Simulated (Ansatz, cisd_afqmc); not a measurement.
System: C3H5N, charge 0, singlet. C3H5N (SMILES [C-]#[N+]CC).
B3LYP-D3(BJ)/def2-TZVP minimum from Ansatz (an electronic-structure program):
```xyz
9

C     -1.5290     0.2840    -0.1251
C     -0.2976    -0.5526    -0.4537
N      0.8749    -0.0301     0.1651
C      1.8162     0.4197     0.6833
H     -1.4021     1.3088    -0.4729
H     -1.7052     0.3036     0.9501
H     -2.4041    -0.1449    -0.6144
H     -0.4263    -1.5820    -0.1143
H     -0.1245    -0.5812    -1.5311
```
Charge 0, spin multiplicity 1.

Total energies in cc-pVTZ, 22 correlated electrons, 4 frozen orbitals. Open shells are spin-unrestricted; no spin-orbit coupling. Cores are frozen in correlated methods. No relativity. AFQMC is phaseless with a CISD trial state; ± is one standard error, without the phaseless bias. Outlying blocks are dropped, and bars are widened where a walk drifts. Over all cases where full CI ran beside it in this data, AFQMC minus full CI had a median of +0.1 mEh and passed +0.4 mEh in a tenth of the cases.

```csv
method,program,energy (Eh),minus AFQMC/CISD (mEh)
HF,Ansatz,-170.99349,739.5 ± 0.4
MP2,Ansatz,-171.67019,62.9 ± 0.4
CCSD,Ansatz,-171.69939,33.6 ± 0.4
CCSD(T),Ansatz,-171.73120,1.8 ± 0.4
AFQMC/CISD,cisd_afqmc,-171.7330 ± 0.0004,0.0
```
